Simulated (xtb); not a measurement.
F2HSbTe, SMILES [F][Sb]([F])[TeH]. All values are semi-empirical tight-binding results from xtb (GFN2-xTB unless named), good for trends rather than for accurate numbers. Coordinates come from a GFN2-xTB optimisation.

Optimised geometry:

Bonded distances (Å): Sb1–F2 1.997, Sb1–F3 2.001, Sb1–Te4 2.726, Te4–H5 1.639. Angles (°): F2–Sb1–F3 87.6, F2–Sb1–Te4 94.2, F3–Sb1–Te4 95.1, Sb1–Te4–H5 90.0.
Charge 0, spin multiplicity 1.

For metal compounds this method's bond lengths and energies can be far off.

Computed properties:
```
Property                                       Result
-------------------------------------  --------------
orbital gap                                   3.44 eV
zero-point energy                        5.6 kcal/mol
G − E(el) at 298.15 K (modified RRHO)  -16.1 kcal/mol
```

Problem. Give the atomic charges and the Wiberg bond orders between heavy atoms. (The exact figures need the calculation; the answer reports its results.)

Solution. charges (e) Sb1 0.53, F2 -0.31, F3 -0.31, Te4 0.04, H5 0.05. Bond orders Sb1–F2 1.09, Sb1–F3 1.09, Sb1–Te4 1.08.
